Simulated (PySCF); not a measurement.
## An excited-state table with gaps

C₈H₁₀.
Structure used (GFN2-xTB), in Å, numbered top down from 1:
```xyz
18
C8H10 angstrom
C     -2.8176    0.1038    0.2133
C     -1.7035   -0.7473   -0.4000
C     -0.6378    0.1192   -0.9744
C      0.6600    0.1224   -0.6367
C      1.6758    1.0081   -1.2017
C      2.8530    0.7306   -0.6150
C      2.6568   -0.3407    0.3456
C      1.3622   -0.7068    0.3384
H     -2.4243    0.7074    1.0281
H     -3.2458    0.7702   -0.5323
H     -3.6086   -0.5324    0.6027
H     -1.2918   -1.4166    0.3546
H     -2.1290   -1.3579   -1.2031
H     -0.9769    0.8236   -1.7260
H      1.4725    1.7459   -1.9553
H      3.7999    1.2044   -0.8017
H      3.4424   -0.7544    0.9527
H      0.9041   -1.4731    0.9343
```

Computed, not measured: TDDFT CAM-B3LYP/def2-SVPD, vertical, gas phase, core orbitals frozen in the response (PySCF 2.14.0, density-fitted response routines).

Orbital energies (eV): HOMO-3 -11.28, HOMO-2 -10.84, HOMO-1 -8.31, HOMO -7.49, LUMO -0.63, LUMO+1 1.42, LUMO+2 1.97.

Lowest singlets, with some entries withheld (?).

| state | E (eV) | f | main configurations (H = HOMO, L = LUMO) |
| --- | --- | --- | --- |
| S1 | 3.64 | 0.012 | H→L (99%) |
| S2 | ? | ? | ? |
| S3 | 6.32 | 0.0001 | H-2→L (95%) |
| S4 | ? | ? | ? |
| S5 | 6.89 | 0.028 | H→L+3 (48%), H→L+2 (24%), H→L+5 (11%) |
| S6 | 7.02 | 0.0096 | H→L+1 (33%), H→L+4 (19%), H→L+2 (17%) |
| S7 | 7.13 | 0.010 | H-3→L (62%), H-1→L+1 (10%), H-4→L (9%) |
| S8 | 7.16 | 0.013 | H-1→L+1 (64%), H-3→L (9%) |

**Question.** Supply the missing values.

**Answer.** 
- S2: E = 5.24 eV; f = 0.556; H-1→L (94%)
- S4: E = 6.37 eV; f = 0.0007; H→L+1 (48%), H→L+2 (36%), H→L+3 (10%)

**Question.** How far apart are S1 and S8, in eV and cm⁻¹?

**Answer.** 7.159 − 3.635 = 3.524 eV, or about 28420 cm⁻¹.

**Question.** Which level carries the most intensity, and what share of the listed sum of f?

**Answer.** S2, with f = 0.556 of 0.628, 88%.

**Question.** Where do the lowest triplets lie (Tamm–Dancoff)?

**Answer.** T1 2.43 eV, H→L (94%); T2 2.99 eV, H-1→L (95%); T3 5.41 eV, H→L+7 (53%), H-4→L (14%). E(S1) − E(T1) = +1.20 eV.

One conformer stands for the species.
